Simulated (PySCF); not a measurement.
## Bonding in `ClC(Cl)[SiH]1OCCCO1`

C₄H₈Cl₂O₂Si.
Atom-mapped SMILES: `[Cl:1][CH:2]([Cl:3])[SiH:4]1[O:5][CH2:6][CH2:7][CH2:8][O:9]1` (hydrogens: H10 on C2; H11 on Si4; H12, H13 on C6; H14, H15 on C7; H16, H17 on C8)

Geometry (GFN2-xTB, Å), atoms numbered from 1 in this order:
```xyz
17
C4H8Cl2O2Si angstrom
Cl     3.6255    1.2249    0.1261
C      2.6483   -0.1649   -0.3627
Cl     3.4492   -1.6546    0.1514
Si     0.9634   -0.0531    0.5139
O      0.2295    1.3096    0.0217
C     -1.1749    1.3341   -0.0831
C     -1.7104    0.1002   -0.8013
C     -1.3302   -1.1774   -0.0608
O      0.0665   -1.3239    0.0466
H      2.6381   -0.1739   -1.4512
H      1.1580   -0.0518    1.9620
H     -1.4321    2.2434   -0.6333
H     -1.6049    1.3969    0.9230
H     -2.7945    0.1659   -0.8833
H     -1.2763    0.0639   -1.8018
H     -1.6975   -2.0565   -0.5973
H     -1.7646   -1.1708    0.9454
```

Bond orders from the PBE0/pcSseg-1 density (PySCF). Isolated species at its GFN2-xTB geometry (one conformer only).

**Question.** Where do the orders between heavy atoms depart from those drawn in the SMILES?

**Answer.** The largest departure is 0.255, at C2–Si4 (drawn single, 0.745). Drawn single, order below 0.88: C2–Si4 (0.745), O5–C6 (0.875) and C8–O9 (0.875).

**Question.** Set the Mayer orders of the bonds between heavy atoms beside their lengths.

**Answer.** 
```
  bond  drawn as  length (Å)  Mayer order
Cl1–C2    single       1.768        0.992
C2–Cl3    single       1.768        0.992
C2–Si4    single       1.903        0.745
Si4–O5    single       1.624        1.005
 O5–C6    single       1.409        0.875
 C6–C7    single       1.525        1.035
 C7–C8    single       1.525        1.035
 C8–O9    single       1.408        0.875
O9–Si4    single       1.624        1.005
```

**Question.** And the bonds to hydrogen?

**Answer.** C–H: 0.91 to 0.95 (7 bonds); H–Si: 0.92 (1 bond).

**Question.** Sum the orders of all bonds at each heavy atom with more than one neighbour and set the sums beside the valence in the SMILES.

**Answer.** C2 3.642 (drawn 4), Si4 3.672 (drawn 4), O5 1.880 (drawn 2), C6 3.811 (drawn 4), C7 3.946 (drawn 4), C8 3.811 (drawn 4), O9 1.880 (drawn 2). Orders between atoms that aren't bonded are not in these sums.

The Mayer order sums products of elements of PS (density times overlap matrix) between the two atoms' basis functions, so it depends on the basis set.
